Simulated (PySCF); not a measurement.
## Dipole response of Si (silicon, neutral)

[Ne] 3s2 3p2, high-spin 3P determinant. All numbers are calculated (PySCF 2.14, scalar relativity by spin-free X2C-1e, in dyall-av3z). Coupled (time-dependent) response in atomic units; α is the mean over directions.

| method | mean α (bohr³) | α xx, yy, zz | C₆ (like pair) | S(−4) |
| --- | --- | --- | --- | --- |
| UHF | 38.41 | 32.40, 41.41, 41.41 | 315.4 | 553.5 |
| PBE | 41.47 | 33.66, 45.38, 45.38 | 341.1 | 752.2 |
| PBE0 | 39.66 | 32.78, 43.09, 43.09 | 324.2 | 643.1 |
| TPSSh | 39.28 | 32.59, 42.62, 42.62 | 324.1 | 611.3 |
| LC-wPBE | 37.25 | 31.56, 40.09, 40.09 | 300.8 | 521.4 |

S(−4) is the Cauchy moment in α(ω) = α(0) + S(−4) ω² + …

Reference α: 37.3 ± 0.7 bohr³ (recommended; Schwerdtfeger and Nagle, table of static dipole polarizabilities (2023 update)). Published C₆: 305.0 (Chu and Dalgarno (2004); Tang, Norbeck and Certain (1976)).

α(iu) at LC-wPBE:

```
u (hartree)  α(iu) (bohr³)
          0          37.25
     0.0500          36.00
      0.100          32.81
      0.200          24.71
      0.300          17.89
      0.500          9.817
      0.750          5.348
       1.00          3.312
       1.50          1.626
       2.00         0.9722
       3.00         0.4732
       5.00         0.1933
```

The components differ because the open shell of this determinant is not spherical; for a pure term their mean is the scalar polarisability.
